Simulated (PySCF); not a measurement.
## Radial density of He (helium, neutral)

UHF, 1s2, closed-shell 1S. All numbers are calculated (PySCF 2.14, no relativity, point nucleus, in 6-31G*).

```csv
r (bohr),4πr²ρ (e/bohr)
0.0154,0.008683
0.0258,0.02434
0.0434,0.06715
0.0731,0.1774
0.123,0.4235
0.207,0.8521
0.348,1.439
0.585,1.723
0.984,1.293
1.65,0.4232
2.78,0.04209
4.68,2.551e-05
```
